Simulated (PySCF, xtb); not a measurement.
CHS, SMILES S[C] (connectivity only; charge and spin as stated), neutral, multiplicity 2.

Harmonic wavenumbers (cm⁻¹) from GFN2-xTB in xtb at its own minimum, in rising order: 739, 1018, 1944.

Q: What does PySCF with PBE-D3(BJ)/def2-TZVPD give at its own minimum? (An estimate is asked for; the answer gives what the named calculation found.)

A: 739, 922, 2202. Paired by order, the mean absolute difference is 118 cm⁻¹ and the zero-point energies are 5.3 and 5.5 kcal/mol.
